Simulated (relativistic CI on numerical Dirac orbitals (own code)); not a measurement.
**How well does a small relativistic CI reproduce Ge2+?**

Calculated at this level of theory: Dirac-Coulomb-Breit CI, separate exchange-only KLI orbitals for each configuration, QED by a radiative potential, valence Slater integrals scaled by 0.85, P86 correlation energy added to each configuration (own radial code, finite nucleus).

CI space (outside the closed core [Ar] 3d10): 4s2, 4s 4p, 4p2, 4s 4d, 4s 4f, 4d2, 4s 5s, 4s 5p, 4p 4d, 4s 6s, 4s 5d, 4f2, 4s 6p, 4p 4f, 4s 5f, 4s 5g. Levels of other configurations are missing.

```tsv
Configuration	Term (tabulated)	J	Measured (cm⁻¹)	Computed	Error	Purity (%)
4s2	1S	0	0.0	0	0	97
4s 4p	3P°	0	61733.8	58077	-3657	100
4s 4p	3P°	1	62499.9	58795	-3705	100
4s 4p	3P°	2	64143.8	60319	-3825	100
4s 4p	1P°	1	91872.7	89677	-2195	97
4p2	1D	2	144974.9	140839	-4136	64
4p2	3P	0	147685.5	143850	-3835	99
4p2	3P	1	148640.1	144709	-3931	100
4p2	3P	2	150371.7	146290	-4082	97
4s 5s	3S	1	158565.0	155027	-3538	100
4s 4d	3D	1	162840.2	158764	-4077	100
4s 4d	3D	2	162910.3	158824	-4087	100
4s 4d	3D	3	163017.0	158915	-4102	100
4s 5s	1S	0	163532.5	160852	-2680	99
4p2	1S	0	174113.9	170972	-3141	95
4s 4d	1D	2	178140.4	175421	-2719	64
4s 5p	3P°	0	181859.2	177971	-3889	100
4s 5p	3P°	1	182027.8	178150	-3878	99
4s 5p	1P°	1	184298.1	182683	-1615	98
4s 4f	3F°	2	210446.0	208771	-1675	94
4s 4f	3F°	3	210461.5	208808	-1653	86
4s 4f	3F°	4	210523.9	208886	-1638	95
4s 4f	1F°	3	210536.6	208955	-1582	87
4s 6s	3S	1	211140.1	207443	-3697	100
4s 6s	1S	0	212662.0	209649	-3013	100
4s 5d	3D	1	213123.2	209033	-4090	100
4s 5d	3D	2	213152.5	209058	-4094	100
4s 5d	3D	3	213197.6	209097	-4101	100
4s 5d	1D	2	215577.0	213281	-2296	95
4s 5g	3G	3	234916.1	232683	-2234	100
4s 5g	3G	4	234916.4	232683	-2233	60
4s 5g	1G	4	234920.0	232687	-2233	60
4s 5g	3G	5	234920.1	232687	-2233	100
4p 4d	1D°	2	237851.3	232060	-5791	94
4p 4d	1P°	1	262715.2	256523	-6193	97
```

Measured levels from Sugar and Musgrove, J. Phys. Chem. Ref. Data 22, 1213 (1993); pairs were made by configuration, J and term (by order where the table uses no LS term), so strongly mixed levels may be paired wrongly.

Mean error by configuration (cm⁻¹): 4s 4p -3345; 4p2 -3825; 4s 5s -3109; 4s 4d -3746; 4s 5p -3127; 4s 4f -1637; 4s 6s -3355; 4s 5d -3645; 4s 5g -2233; 4p 4d -5992. Over the excited levels the mean absolute error is 3290 cm⁻¹ (34 of the 44 excited levels that our extract of the source holds in range could be paired, and the others can miss by more), and the median relative error of those above 1,000 cm⁻¹ is 1.9 %.
